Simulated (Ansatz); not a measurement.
`BC(F)[SiH3]` + `C=C=NC` → `BCN=C=C` + `FC[SiH3]` at 600 K and 1 bar (formal exchange of groups at a B–C bond).

Isolated molecules relaxed with PBE0-D4/def2-TZVP in Ansatz; ΔE leaves out vibrations. CBS: MP2 limit from def2 TZ/QZ plus the TZ coupled-cluster correction, frozen cores. One conformer a species, not always the lowest.

| species | CCSD(T)/CBS energy (Eh) | H − E (kJ/mol) | S (J/(mol·K)) |
| --- | --- | --- | --- |
| `BC(F)[SiH3]` | -455.28386 | 226.9 | 409.8 |
| `C=C=NC` | -171.80321 | 235.6 | 355.2 |
| `BCN=C=C` | -197.17509 | 275.0 | 414.0 |
| `FC[SiH3]` | -429.90570 | 185.9 | 352.4 |

H − E and S are ideal-gas, rigid-rotor, harmonic terms from PBE0-D4/def2-TZVP, for one conformer and one mirror image of each species. 1 Eh = 2625.50 kJ/mol, R = 8.31446 J/(mol·K).

Question: By hand: ΔE, ΔH, ΔS and ΔG.

Answer: ΔE = (-197.17509) + (-429.90570) − (-455.28386) − (-171.80321) = 0.00628 Eh = 16.5 kJ/mol. Δ(H − E) = 275.0 + 185.9 − 226.9 − 235.6 = -1.6, so ΔH = 14.9 kJ/mol. ΔS = 414.0 + 352.4 − 409.8 − 355.2 = 1.4 J/(mol·K). ΔG = 14.9 − 600 × (1.4)/1000 = 14.1 kJ/mol.

Question: By hand: the equilibrium constant, and the temperature at which ΔG would vanish if ΔH and ΔS stayed fixed.

Answer: log₁₀ K = −ΔG/(RT ln 10) = -1.2. ΔG = 0 at ΔH/ΔS = 10643 K, far beyond where these terms or the molecules hold.

The number of gas molecules stays the same, so ΔS is small and ΔH decides. A doubt of 5 kJ/mol in ΔE shifts log₁₀ K by 0.4 here. Other conformers and mirror images would add mixing entropy, several J/(mol·K) or more a flexible species. Modes under 60 cm⁻¹, often nearly free rotors, make the harmonic entropy too high. These are equilibria of isolated gas molecules and say nothing of rates. Largest T1 diagnostic: 0.014 (customary marks: 0.02 for closed shells, 0.045 for open ones).
